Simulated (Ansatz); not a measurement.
Reaction (formal exchange of groups at the Si–F bond): `FC[SiH](F)F` + CH₄ → `C[SiH](F)CF` + H–F

Computed with Ansatz on PBE0-D4/def2-TZVP structures; ΔE is electronic, products minus reactants. CCSD(T)/CBS adds triple-zeta CCSD(T) − MP2 to the extrapolated MP2 energy (def2 sets, frozen cores). This one scheme is used for every species. DFT in def2-TZVPP. B3LYP here is the variant with VWN-RPA as its local correlation; programs differ in this. One conformer a species, not always the lowest.

```tsv
level	ΔE (kJ/mol)	difference from CCSD(T)/CBS
r2SCAN-D4	152.6	6.4
PBE0-D4	140.5	-5.7
B3LYP-D4	152.3	6.1
B2PLYP	156.2	10.0
r2SCAN	153.7	7.5
CCSD(T)/def2-TZVPP	148.2	2.0
MP2/def2-QZVPP	147.6	1.4
SCS-MP2/def2-QZVPP	152.8	6.6
HF/CBS(def2)	172.2	26.0
CCSD/CBS(def2)	148.7	2.5
CCSD(T)/CBS	146.2	0
```

Largest T1 diagnostic among the species: 0.012.

In def2-TZVPP, CCSD(T) changes the Hartree–Fock value by −21.8 kJ/mol (the triples alone add −2.5 kJ/mol) and MP2 by −21.9 kJ/mol. The D4 term adds −5.7 kJ/mol with B3LYP and −3.2 kJ/mol with PBE0; it sums over pairs of atoms, weighted by their polarisabilities, and B3LYP, whose exchange is more repulsive, gets the larger term.
